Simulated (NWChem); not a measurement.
Molecule: disiloxane (Si$_{2}$H$_{6}$O); SMILES [SiH3]O[SiH3]

Program: NWChem. The geometry was optimised at PBE0/def2-SVP. Ions are spin-unrestricted doublets at the neutral geometry; other ion states weren't tried.

For level CAM-B3LYP/def2-SVP:

- −ε(HOMO) (eV) = 9.97

Q: What are these values for level PBE/def2-SVP?

A: 
| Item | Value |
|---|---|
| −ε(HOMO) (eV) | 7.13 |
